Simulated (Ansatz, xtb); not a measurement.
# C7H7N: 12 structures ranked

12 gas-phase structures of C7H7N, from a drawn sample of its isomers (lower ones may exist). Each was relaxed with GFN2-xTB:

A. `C=CC(C=C)=CC#N`, a singlet
B. `C=C/C=C\C=C/C#N`, a singlet
C. `C=C/C=C(\C#N)C=C`, a singlet
D. `C=C/C=C\C(=C)C#N`, a singlet
E. `C=C/C=C/C(=C)C#N`, a singlet
F. `C=CC(=C)C(=C)C#N`, a singlet
G. `C=C/C=C\C=C\C#N`, a singlet
H. `C=CC(=C)/C=C/C#N`, a singlet
I. `C=C/C=C/C=C/C#N`, a singlet
J. `C=C/C=C(/C#N)C=C`, a singlet
K. `C=C/C=C/C=C\C#N`, a singlet
L. `C=CC(=C)/C=C\C#N`, a singlet

Q: Which do you expect lowest at r2SCAN-D4/def2-SVP, and how would the others follow?

A: Calculated order at r2SCAN-D4/def2-SVP: K (0.000), I (0.009), B (0.084), G (0.085), C (0.113), E (0.177), J (0.197), A (0.308), D (0.326), H (0.399), L (0.508), F (0.534) eV. Less than 1 kcal/mol parts K and I; B and G; G and C; E and J; A and D; L and F, so the order within those pairs means little.

Energies above the lowest of each column, in eV; the last columns are at PBE-D3(BJ)/def2-SVP geometries and were run for some of them only (a dash: not run or not comparable):

| structure | GFN2-xTB | HF/STO-3G | r2SCAN-D4/def2-SVP | PBE-D3(BJ)/def2-SVP | CCSD(T)/def2-SVP + ΔMP2/def2-TZVPP |
| --- | --- | --- | --- | --- | --- |
| K | 0.005 | 0.010 | 0.000 | 0.000 | 0.000 |
| I | 0.000 | 0.000 | 0.009 | 0.009 | 0.019 |
| B | 0.085 | 0.092 | 0.084 | 0.078 | 0.072 |
| G | 0.073 | 0.077 | 0.085 | 0.079 | 0.083 |
| C | 0.093 | 0.063 | 0.113 | 0.121 | 0.021 |
| E | 0.133 | 0.083 | 0.177 | 0.181 | 0.058 |
| J | 0.159 | 0.136 | 0.197 | – | – |
| A | 0.207 | 0.195 | 0.308 | – | – |
| D | 0.245 | 0.268 | 0.326 | – | – |
| H | 0.262 | 0.253 | 0.399 | – | – |
| L | 0.305 | 0.350 | 0.508 | – | – |
| F | 0.342 | 0.332 | 0.534 | – | – |

Every level run on K puts it lowest or level with the lowest. CCSD(T)/def2-SVP + ΔMP2/def2-TZVPP orders those it was run on as K (0.000), I (0.019), C (0.021), E (0.058), B (0.072), G (0.083) eV. Less than 1 kcal/mol parts K and I; I and C; C and E; E and B; B and G, so the order within those pairs means little. Flexible structures stand in one conformer each, not always the lowest. Frequencies (GFN2-xTB) were run for B, C, E, G, I, K alone. ΔMP2 is the change of the MP2 energy from the smaller to the larger basis.

Over these structures GFN2-xTB departs from r2SCAN-D4/def2-SVP by 0.061 eV on average once a common shift is removed. A GFN2-xTB relaxation took about 0.079 s and the r2SCAN-D4/def2-SVP energy about 4.1 s on a shared host (Ansatz 0.2.0, xtb 6.7.1).
